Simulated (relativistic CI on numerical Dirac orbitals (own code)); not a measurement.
## d8 in a ligand field

Computed with a parametric ligand-field model of a d^n configuration (Racah B and C, spin-orbit zeta, crystal field), exact diagonalisation.

Field parameters in Wybourne normalisation: Oh B⁴₀ = 21Dq, B⁴₄ = √(5/14) B⁴₀; Td as Oh with Dq negative (B⁴₀ = 21Dq, B⁴₄ = √(5/14) B⁴₀). The field is a parameter set, without covalency.

Lowest levels for B = 330, C = 1500, ζ = 4100 cm⁻¹, Oh, 10Dq = 26900 cm⁻¹?

T2 0 (S 0.99), E 5273 (S 0.12), A1 10455 (S 0.14), E 24812 (S 0.99), T1 25172 (S 0.93), T2 26760 (S 0.87), A2 30553 (S 1.00), T2 32253 (S 0.93), T1 33390 (S 0.96) cm⁻¹, with S from ⟨S²⟩ = S(S + 1). The ground level has 2.05 electrons in the cubic e pair.

Lowest levels for B = 380, C = 1840, ζ = 750 cm⁻¹, Oh, 10Dq = 38400 cm⁻¹?

T2 0 (S 1.00), E 6689 (S 0.00), A1 12925 (S 0.00), E 38158 (S 1.00), T1 38187 (S 1.00), T2 38579 (S 1.00), A2 38816 (S 1.00), T2 42675 (S 0.98), E 42800 (S 1.00) cm⁻¹, with S from ⟨S²⟩ = S(S + 1). The ground level has 2.00 electrons in the cubic e pair.

Lowest levels for B = 490, C = 1760, ζ = 80 cm⁻¹, Oh, 10Dq = 30400 cm⁻¹?

T2 0 (S 1.00), E 7393 (S 0.00), A1 14179 (S 0.00), E 30380 (S 1.00), T1 30380 (S 1.00), T2 30420 (S 1.00), A2 30441 (S 1.00), T2 35941 (S 1.00), E 35943 (S 1.00) cm⁻¹, with S from ⟨S²⟩ = S(S + 1). The ground level has 2.00 electrons in the cubic e pair.

Lowest levels for B = 480, C = 2280, ζ = 400 cm⁻¹, Oh, 10Dq = 36150 cm⁻¹?

T2 0 (S 1.00), E 8358 (S 0.00), A1 15972 (S 0.00), E 36039 (S 1.00), T1 36046 (S 1.00), T2 36252 (S 1.00), A2 36362 (S 1.00), T2 41592 (S 1.00), E 41622 (S 1.00) cm⁻¹, with S from ⟨S²⟩ = S(S + 1). The ground level has 2.00 electrons in the cubic e pair.

Lowest levels for B = 730, C = 3760, ζ = 120 cm⁻¹, Td, 10Dq = -6600 cm⁻¹?

A1 0 (S 1.00), T1 84 (S 1.00), E 250 (S 1.00), T2 255 (S 1.00), T1 5878 (S 1.00), E 5882 (S 1.00), T2 5930 (S 1.00), A2 5966 (S 1.00), T2 12429 (S 0.37) cm⁻¹, with S from ⟨S²⟩ = S(S + 1). The ground level has 3.91 electrons in the cubic e pair.
